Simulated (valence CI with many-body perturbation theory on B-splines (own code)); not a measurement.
## Ta: key properties

Method: configuration interaction combined with many-body perturbation theory (CI+MBPT): five valence electrons over a frozen Dirac-Fock core [Xe] 4f14, radial functions for each j: 9 s, 9 p, 9 d, 7 f, 4 g, 2 h, with the one-electron correlation potential Σ1 (screened to all orders), the two-electron term Σ2, the three-electron term Σ3, Breit, model QED; selected single and double excitations, second order for the rest, scaled by the run's own slope (own B-spline code, finite nucleus).

Set against measurement, 6 paired levels are off by 60 cm⁻¹ on average, the worst by 93. These come from a selection out of the NIST Handbook of Basic Atomic Spectroscopic Data. Levels without a partner in it may be off by more, other configurations by 1,000 to 4,000 cm⁻¹. Among the levels kept, up to 1000 cm⁻¹ of a level comes from second order outside the variational space, and about a tenth of that is noise between levels of different J, which matters for small intervals.

Names give the largest LS component (configuration and term), which can be under half, so a name can repeat, a term be missing and a line seem to break the LS rules; names also repeat where a configuration has a term twice.

Rates and lifetimes use the calculated energies. Strong lines usually hold to 10 to 20 %, long lifetimes can be off by a factor of two.

Task: What is the ground level?

Result: 5d3 6s2 4F_3/2, composition 78 % 5d3 6s2 4F + 8 % 5d3 6s2 2D + 2 % 5d4 6s 4F, g = 0.446.

Task: Name the longest-lived excited levels whose lifetime is computed, and their main decay.

Result: 5d3 6s2 4P_1/2 at 0.7385 eV lives 32.2 s, mostly by M1 to 5d3 6s2 4F_3/2; 5d4 6s 6D_5/2 at 1.290 eV lives 8.86 s, mostly by M1 to 5d4 6s 6D_3/2; 5d3 6s2 4F_9/2 at 0.6944 eV lives 8.60 s, mostly by M1 to 5d3 6s2 4F_7/2.

Task: How is the term 4F of the ground level split?

Result: J = 3/2 at 0.0000, J = 5/2 at 0.2431, J = 7/2 at 0.4847, J = 9/2 at 0.6944 eV.

Task: What are the static dipole polarisabilities of the lowest levels?

Result: 5d3 6s2 4F_3/2 76.6 (tensor -0.34); 5d3 6s2 4F_5/2 76.9 (tensor -0.41); 5d3 6s2 4F_7/2 76.5 (tensor -0.87); 5d3 6s2 4F_9/2 74.8 (tensor -1.1) bohr³, of which the core gives 2.52. The recommended value for the atom is 74 ± 20 bohr³ (Schwerdtfeger and Nagle, table of static dipole polarizabilities (2023 update)).

Task: Among levels below 2.855 eV, which E1 lines absorb most strongly from the ground level?

Result: to 5d2 6s2 6p 2D°_3/2 at 480.6 nm, f = 0.00389; to 5d2 6s2 6p 4F°_3/2 at 460.1 nm, f = 0.00318; to 5d3 6s 6p 4D°_1/2 at 547.8 nm, f = 0.00312.

Task: Where does the other parity begin?

Result: At 5d3 6s 6p 6G°_3/2, 2.106 eV.

Task: What is the ionisation energy?

Result: 7.4847 eV; NIST lists 7.54957 eV (measured).
